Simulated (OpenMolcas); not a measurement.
## neutral iron: effect of the basis set

```yaml
Program: OpenMolcas
Method: "SS-CASPT2, IPEA 0.25 Eh, imaginary shift 0.1 Eh (closed shells correlated: 3s 3p)"
Active_space: 8 electrons in 6 orbitals (3d 4s)
State_averaging: 2S+1 = 5 even, 15 roots; 2S+1 = 3 even, 73 roots kept (CI in the orbitals of an earlier block); 2S+1 = 1 even, 50 roots kept (CI in the orbitals of an earlier block)
Spin-orbit_coupling: state interaction with AMFI integrals over the reference wave functions, term energies averaged over their components
```

A. ANO-RCC-VDZP [5s4p2d1f], DKH2, point nucleus; CASPT2 step of the order of 19 core-seconds
B. ANO-L-VTZP [6s5p3d2f1g], non-relativistic, point nucleus; CASPT2 step about 40 core-seconds
C. ANO-R3 [7s5p5d3f2g1h], X2C, finite nucleus; CASPT2 step about 60 core-seconds

Energies in cm-1 above 3d6 4s2 5D4, the measured ground level; measured values from NIST Handbook of Basic Atomic Spectroscopic Data.

```
      Level      A      B      C  Measured
3d6 4s2 5D4    0.0    0.0    0.0       0.0
3d6 4s2 5D3    388    392    387       416
3d6 4s2 5D2    664    672    663       704
3d6 4s2 5D1    844    853    843       888
3d6 4s2 5D0    932    943    931       978
 3d7 4s 5F5  14690  12520  11550      6928
 3d7 4s 5F4  15170  13000  12030      7377
 3d7 4s 5F3  15550  13380  12410      7728
 3d7 4s 5F2  15830  13660  12680      7986
 3d7 4s 5F1  16010  13840  12870      8155
 3d7 4s 3F4  19570  16800  15800          
 3d7 4s 3F3  20200  17440  16430          
3d6 4s2 3P2  20350  20860  19820     18378
 3d7 4s 3F2  20650  17890  16880          
3d6 4s2 3P1  21470  21990  20940     19552
3d6 4s2 3H6  21590  21160  20470     19390
3d6 4s2 3H5  21790  21370  20650     19621
3d6 4s2 3H4  21940  21520  20800     19788
3d6 4s2 3P0  22040  22560  21510     20038
3d6 4s2 3F4  22820  22600  21850     20641
3d6 4s2 3F3  23020  22800  22060     20874
3d6 4s2 3F2  23180  22960  22260     21039
 3d7 4s 3G5  26350  27480  23180          
 3d7 4s 3G4  26660  27760  23500
```

Deviations, from unrounded energies. A percentage is the sum of absolute deviations over the sum of measured energies, with the sign that they share, or ± where signs differ.

```csv
Against measurement,Levels,A,B,C
mean absolute deviation (cm-1),18,3200,2600,1900
fine structure of the ground term (%),4,-5.3,-4.2,-5.4
other terms of the ground configuration (%),9,+10.5,+10.3,+6.2
other configurations (%),5,+102.3,+73.9,+61.2
```

C lies closest to measurement on these levels and A furthest from it. The largest miss of C in the table is 3d7 4s 5F1, by +4700 cm-1. The ranking rests on the paired levels alone, and a cruder setting can come out closer through cancelling errors.

Among A to C the level of the table that moves most is 3d7 4s 3G5, by 4300 cm-1 (lowest in C, highest in B). Moves below CASPT2's spread within the term are not significant.

CASPT2 does not keep the components of a term degenerate, so their means are used; among the terms shown or strongly mixed into the levels shown the widest spread is 1100 cm-1 (3d7 4s 3F, B). Over all roots computed the reference weight is 0.85 to 0.90 in B; the roots of lowest weight are the least certain, and an intruder state may touch them. Terms from blocks run as CI alone lack orbitals of their own. A single d shell beside an s shell can misplace configurations of different d count against each other. The CASPT2 spread within a term exceeds the gap to the next term for 3d6 4s2 3H and 3d6 4s2 3P, so the order of their levels is uncertain (figures for B; the like holds for C). Configurations are named by rounded mean occupations; where the s occupation lies near a half they are strongly mixed, a name can repeat and a true partner stay unpaired (holds for A; C). Measured partners are found by configuration, term and J. A level has none where our copy of the source lacks it or the pairing is in doubt (some pairs that miss far off the trend of their configuration count as doubtful), and it then counts in no deviation. Only configurations of the active space appear. The table leaves out levels that lie high or whose names do not pair safely across all columns.
